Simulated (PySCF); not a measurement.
Species: ClGeH₅OSi.
SMILES: `[SiH3][O][GeH2][Cl]`

Theory: MP2 and CCSD/aug-cc-pVDZ in PySCF, restricted Hartree–Fock reference, frozen core, non-relativistic, gas phase, PBE0-D3(BJ)/def2-SVP geometry.

E(HF) = -2901.65834 Eh.

Question: How large is the problem?

Answer: 158 basis functions and 76 electrons; 20 orbitals frozen, which leaves o = 18 correlated occupied and v = 120 virtual orbitals. That is o·v = 2160 singles and o·v(o·v + 1)/2 = 2333880 distinct closed-shell doubles amplitudes before symmetry; the costliest CCSD step grows as o²v⁴ = 6.7 × 10^10.

Question: What are the MP2 and CCSD correlation energies?

Answer: MP2 -0.5775 Eh and CCSD -0.6269 Eh, which gives totals of -2902.23585 and -2902.28528 Eh. That is 0.474 eV for each correlated electron at CCSD (1646 kJ/mol in all, 0.022 % of the total energy); MP2 gives 92.1 % of the CCSD value.

Question: What is the T1 diagnostic?

Answer: 0.0108, below the customary warning level of 0.02. It is the norm of the spatial-orbital singles amplitudes over the root of the number of correlated electrons, so the norm is 0.065.

Question: How does correlation change the dipole moment?

Answer: HF gives 1.61 D and CCSD (unrelaxed density) 1.48 D, a change of -0.13 D.

No triples correction and no basis-set extrapolation were made.

The job also held the EOM ionisation roots. Hardware: Arm Neoverse V1, one thread, shared host with 32 logical CPUs at a one-minute load of 19. Cost: 6.2 min of wall time, 2.8 GiB resident at most.

Shape of the structure used: `[SiH3:1][O:2][GeH2:3][Cl:4]`: Si1–O2–Ge3–Cl4 -43°.

One conformer stands for the species.
